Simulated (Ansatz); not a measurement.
Relaxation of FH$_{4}$HfNO$_{2}$ (9 atoms, charge 0, multiplicity 1), to a largest force component of 0.02 eV/Å in at most 40 steps.

The calculation used Ansatz 0.2.0, RHF/def2-mTZVP.

```xyz
9
Properties=species:S:1:pos:R:3
Hf 0.000 0.000 0.000
O 0.000 0.000 2.070
H -0.909 -0.281 2.407
N 2.084 0.000 -0.736
H 2.582 -0.918 -0.917
H 2.585 0.918 -0.908
O -0.975 1.689 -0.689
H -1.933 1.458 -0.912
F -0.933 -1.616 -0.659
```

**Question.** Where does it end, and by what steps?

**Answer.** It converged. After 10 steps the energy has fallen by 1.312 eV; H5 moved furthest, 0.91 Å.

```
step  energy less start (eV)  largest force component (eV/Å)  accepted
   0                  0.0000                           3.061       yes
   1                 -0.7109                           4.461       yes
   2                 -1.1657                           1.211       yes
   3                 -1.2330                           0.462       yes
   4                 -1.2802                           0.524       yes
   5                 -1.2915                           0.259       yes
   6                 -1.3001                           0.185       yes
   7                 -1.3067                           0.383       yes
   8                 -1.3103                           0.077       yes
   9                 -1.3112                           0.063       yes
  10                 -1.3117                           0.007       yes
```

```xyz
9
Properties=species:S:1:pos:R:3
Hf -0.082 -0.121 -0.065
O -0.147 -0.439 1.853
H -0.403 -0.113 2.698
N 1.886 0.027 -0.627
H 2.662 -0.407 -0.168
H 2.234 0.560 -1.399
O -0.976 1.508 -0.640
H -1.737 1.860 -1.067
F -0.935 -1.626 -0.928
```

Whether the end is a true minimum wasn't checked by a vibrational analysis.

Time of the run: 19 s on 4 threads of Arm Neoverse V1 (shared host), peak memory 0.33 GiB.
